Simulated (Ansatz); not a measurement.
Molecule: C$_{5}$H$_{12}$O, net charge 0, singlet state. 
Coordinates optimised at B3LYP-D3(BJ)/def2-TZVP (Ansatz, a program for electronic structure):
```
C
H 1 1.0957
H 1 1.0958 2 106.06
C 1 1.5266 2 109.30 3 -118.02
H 4 1.0939 1 110.11 2 -63.19
H 4 1.0970 5 106.61 1 118.51
C 4 1.5214 5 108.66 6 117.41
H 7 1.0916 4 110.16 5 62.67
H 7 1.0982 8 107.26 4 -119.68
O 7 1.4242 8 105.36 9 -117.93
H 10 0.9633 7 108.41 8 179.95
C 1 1.5270 2 109.14 3 117.47
H 12 1.0947 1 109.12 2 64.54
H 12 1.0949 13 106.11 1 -117.48
C 12 1.5258 13 109.60 14 -118.24
H 15 1.0915 12 111.49 13 58.05
H 15 1.0927 16 107.74 12 122.10
H 15 1.0927 16 107.74 17 115.76
```

Quantity: atomisation energy (electronic, to ground-state atoms), in kcal/mol. Cores are frozen in the correlated levels unless marked. UHF or UKS for open shells. Spin-orbit coupling is left out. Non-relativistic. The coupled-cluster limit lacks core correlation, which all-electron functionals hold. CBS marks a two-point X^-3 extrapolation of the correlation energy; Hartree-Fock from the larger set.

```tsv
level	program	atomisation energy (kcal/mol)
PBE0-D3(BJ)/def2-TZVP	Ansatz + dftd3	1699.4
```

### Question
Predict the CCSD(T)/CBS(cc-pVTZ,cc-pVQZ) result (Ansatz).

### Answer
1691.5 kcal/mol
